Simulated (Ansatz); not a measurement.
Species: C$_{5}$H$_{7}$ (charge -1, singlet). It need not be the lowest isomer of its formula. Whether it binds its extra electron was not tested at this geometry. 
Geometry from a B3LYP-D3(BJ)/def2-TZVP (Ansatz, a quantum-chemistry and plane-wave program) optimisation:
```
C
C 1 1.3511
H 2 1.0885 1 118.41
H 1 1.0911 2 116.27 3 0.01
C 1 1.4535 4 113.25 2 179.99
C 5 1.3660 1 126.87 4 0.06
H 5 1.0974 6 118.62 1 -180.00
H 6 1.1206 5 106.89 7 179.97
C 2 1.5019 3 115.64 1 -179.99
H 9 1.0896 2 111.31 3 -179.59
H 9 1.0987 10 107.44 7 -123.67
H 9 1.0988 10 107.43 11 -113.97
```
Charge -1, spin multiplicity 1.

Basis-set convergence of Hartree-Fock and CCSD correlation energies (hartree) with Ansatz. Cores are frozen in the correlated levels unless marked. Spin-orbit coupling is left out. Non-relativistic. This anion needs diffuse functions, which these sets lack.

The Hartree-Fock reference is unstable (checked in the largest basis), which strains HF and MP2. 

```json
[
 {"basis": "cc-pVDZ", "functions": "105", "E(HF)": "-193.29932", "E(corr, CCSD)": "-0.73589"},
 {"basis": "cc-pVTZ", "functions": "248", "E(HF)": "[?]", "E(corr, CCSD)": "[?]"}
]
```

**Question.** Some entries are withheld; supply them.

**Answer.** 
- cc-pVTZ, E(HF): -193.35642
- cc-pVTZ, E(corr, CCSD): -0.87455
